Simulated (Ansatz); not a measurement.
System: SiHCl, charge 1, doublet. SiHCl+ (parent SMILES [SiH]Cl, doublet).
B3LYP-D3(BJ)/def2-TZVP minimum from Ansatz (a first-principles code):
```
Si
H 1 1.5065
Cl 1 1.9651 2 115.71
```
Charge +1, spin multiplicity 2.

Total energies in cc-pV(T+d)Z, 11 correlated electrons, 10 frozen orbitals. UHF or UKS for unpaired electrons; spin-orbit terms are left out. Correlated methods leave the cores frozen. No relativity. The spin of HClSi+ (parent SMILES [SiH]Cl, doublet) was assumed, and the state is the lowest solution found for it.

```tsv
method	program	energy (Eh)	minus CCSDT(Q) (mEh)
HF	Ansatz	-748.74510	303.08
MP2	Ansatz	-749.00424	43.94
CCSD	Ansatz	-749.03325	14.92
CCSD(T)	Ansatz	-749.04626	1.92
CCSDT(Q)	Ansatz	-749.04817	0.00
```

Rough core times of Ansatz's runs on a shared machine: CCSD(T) under 20 s, CCSDT(Q) 10 min.
